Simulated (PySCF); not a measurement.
# TeH4: fields on a plane

Computed with PBE0/[Te def2-TZVP with ECP28, H def2-TZVP], scalar-relativistic core potentials, density fitting, no spin–orbit coupling, PySCF.

The singlet minimum has Te–H 1.729 Å (×4); H–Te–H 82.5° (×4), H–Te–H 137.7° (×2).

The plane holds Te1 at (0.00, 0.00), H2 at (1.73, 0.00), H3 at (-1.28, 1.16) Å. Columns run from x = -3.15 to 4.05 Å, rows from y = 3.45 (top) to -1.95 Å, in steps of 0.3 Å. Other isomers or separated fragments may lie lower. Core electrons replaced by a potential are absent, the electrostatic potential uses the reduced nuclear charge, and values within about 0.7 Å of such atoms have no physical meaning.

Problem. Give the electron localisation function (set to 0 where the density is under 0.005 e/Å³). Lower edges of the bins: '_' 0.000, '.' 0.100, ':' 0.200, '-' 0.300, '=' 0.400, '+' 0.500, '*' 0.600, '#' 0.700, '%' 0.800, '@' 0.900; top 1.00, each point printed twice.

Solution. 
```
__________________________________________________
__________________________________________________
__________________________________________________
________**%%%%**--..______________________________
______%%@@@@@@@@##--........______________________
____##@@@@@@@@@@@@**--::::::..____________________
____@@@@@@@@@@@@@@##==------::......______________
__**@@@@@@@@@@@@@@%%++======--::--====--__________
__++@@@@@@@@@@@@@@**------====++##%%%%%%++________
__==%%@@@@@@@@@@**::::::::--**%%@@@@@@@@@@________
____++##%%%%%%**::==####==::**@@@@@@@@@@@@##______
____..--==++++==::##....##::**@@@@@@@@@@@@%%______
______..::--++==::##....##::**@@@@@@@@@@@@%%______
________::==##**--==####==::**@@@@@@@@@@@@##______
________::++%%%%**--::::::==++##@@@@@@@@@@________
________--##%%@@@@%%##******====##%%@@@@**________
________--##%%@@@@@@@@@@%%**--::--==++==__________
__________**%%@@@@@@@@@@%%++::......______________
____________##%%@@@@@@%%##==..____________________
```

Problem. Give the electron density (e/Å³) (cut at 5 e/Å³). Lower edges of the bins (e/Å³): '0' 0.000, '1' 0.030, '2' 0.076, '3' 0.151, '4' 0.268, '5' 0.455, '6' 0.750, '7' 1.218, '8' 1.960, '9' 3.136; top 5.00.

Solution. 
```
0000000000000000000000000
0000000000000000000000000
0000000000000000000000000
0000000000000000000000000
0000001110000000000000000
0000112221100000000000000
0001234432211100000000000
0001256654332211000000000
0001357765544322111000000
0001246666776443321100000
0001234569999655543100000
0000123579999766764200000
0000123579999766764200000
0000013469999655543100000
0000012456776543321100000
0000011345554322111000000
0000001223333211000000000
0000000112221100000000000
0000000001110000000000000
```
